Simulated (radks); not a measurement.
Q: Ionisation ladder of platinum, from Pt46+ to Pt50+. Each ion is in the ground configuration listed by NIST, and IE = E(next ion) - E(this ion). Calculated with a radial shooting solver on a logarithmic mesh with Libxc functionals: Dirac Kohn-Sham, BLYP, spin-unpolarised, spherical densities, finite nucleus; open shells are shared between the two j in proportion to 2j + 1; Fermi nuclear charge, rms radius 5.427 fm.

species      configuration  IE, Delta-SCF (eV)  -e(HOMO) (eV)   HOMO  <r> HOMO (bohr)
Pt46+    [Ar] 3d10 4s2 4p2              2459.6         2385.1  4p3/2            0.382
Pt47+    [Ar] 3d10 4s2 4p1                   ?         2445.4  4p3/2            0.380
Pt48+        [Ar] 3d10 4s2              2777.7         2746.6  4s1/2            0.363
Pt49+        [Ar] 3d10 4s1              2839.9         2808.7  4s1/2            0.361
Pt50+            [Ar] 3d10                   ?         4641.1  3d5/2            0.167

Estimate the withheld Delta-SCF values.

A: Pt47+: 2520.6 eV (NIST 2603); Pt50+: 4745.5 eV (NIST 4715).

Beside tabulated values, note that spin-unpolarised runs miss the spin-polarisation part of the exchange energy of open shells.
